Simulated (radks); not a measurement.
Be, configuration [He] 2s2. Calculated with a radial shooting solver on a logarithmic mesh with Libxc functionals: scalar-relativistic Kohn-Sham, r2SCAN, spin-polarised, spherical densities, finite nucleus; meta-GGA in the generalised Kohn-Sham scheme; Fermi nuclear charge, rms radius 2.519 fm.

Unscreened Slater integrals over Kohn-Sham orbitals (hartree). They are taken over the spin-up orbitals.

integral      value
F0(2s,2s)   0.34695
F0(2s,1s)   0.48720
G0(2s,1s)  0.028533
F0(1s,1s)    2.2614
